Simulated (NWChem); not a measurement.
Spin states of As (-1)

```xyz
1

As     0.0000     0.0000     0.0000
```
Charge -1, spin multiplicity 3.

All runs are NWChem calculations.

Basis set: def2-TZVPD. The gap is E(triplet) − E(singlet), so a negative value puts the higher spin lower. Open shells are unrestricted, coupled cluster uses restricted open-shell references, and the singlet is the closed-shell solution. The triplet is the single determinant that the SCF runs reached, with unpaired electrons in orbitals of symmetry b2u and b3u (D2h labels); it need not be the lowest triplet, which in molecules with degenerate π orbitals can need several determinants. Where the lowest singlet needs several determinants, the single determinant used here isn't a pure state and places it wrongly.

| method | vertical singlet-triplet gap (kcal/mol) | relative cost | remark | difference from CCSD(T) |
|---|---|---|---|---|
| B3LYP | -27.6 | 1 | - | -3.2 |
| HF | -40.8 | under 3 | - | -16.4 |
| B2PLYP | -28.5 | under 3 | - | -4.1 |
| LC-wPBE (omega 0.3 per bohr) | -31.3 | under 3 | - | -7.0 |
| MP2 | -31.9 | under 3 | - | -7.6 |
| CCSD(T) | -24.3 | 10 | large amplitudes | 0.0 |
| CR-CCSD(T) | -25.1 | 20 | large amplitudes | -0.8 |

The values span 16.4 kcal/mol, from HF (lowest) to CCSD(T) (highest). Relative cost: rough, from shared machines, SCF included, B3LYP = 1.

The Hamiltonian is non-relativistic. The correlated methods keep 9 core orbitals frozen. B3LYP has NWChem's definition, with VWN1-RPA local correlation. GW and range-separated runs recompute their integrals, the others keep them in memory, which bears on the times. The stability of the SCF solutions was not checked. Open-shell Hartree-Fock references start from PBE0 orbitals; any time given for them includes that run. No row is a measurement; the coupled-cluster row has its own basis-set and correlation limits.
